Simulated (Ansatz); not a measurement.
Reactions of FH$_{3}$S$_{3}$Zr (`[F][Zr]([SH])([SH])[SH]`).

Gas-phase electronic energies from Ansatz, PBE0-D4/def2-TZVP geometries. CCSD(T)/CBS adds triple-zeta CCSD(T) − MP2 to the extrapolated MP2 energy (def2 sets, frozen cores). This one scheme is used for every species. DFT in def2-TZVPP. B3LYP here is the variant with VWN-RPA as its local correlation; programs differ in this. def2 core potentials past Kr. For Zr outer-core shells are correlated without core-valence functions, which leaves a few kJ/mol of doubt a bond. One conformer a species, not always the lowest.

```
                                                          reaction  B97M-V (kJ/mol)  B3LYP-D4 (kJ/mol)  LDA (SPW92) (kJ/mol)  ωB97M-V (kJ/mol)
`[F][Zr]([SH])([SH])[SH]` + H₂O → `[OH][Zr]([SH])([SH])[SH]` + H–F               48                 43                    40                41
`[F][Zr]([SH])([SH])[SH]` + HCl → `[SH][Zr]([SH])([SH])[Cl]` + H–F               21                 19                    18                21
`[F][Zr]([SH])([SH])[SH]` + H₂S → `[SH][Zr]([SH])([SH])[SH]` + H–F               90                 87                    79                89
  `[F][Zr]([SH])([SH])[SH]` + H–F → `[F][Zr]([F])([SH])[SH]` + H₂S              -88                -84                   -77               -89
```

**Question.** Give the CCSD(T)/CBS values in the same order. (Best estimate.)

**Answer.** Ansatz gave: 36, 8, 73, -73 kJ/mol.

Largest T1 diagnostic: 0.019, for `[SH][Zr]([SH])([SH])[SH]`.
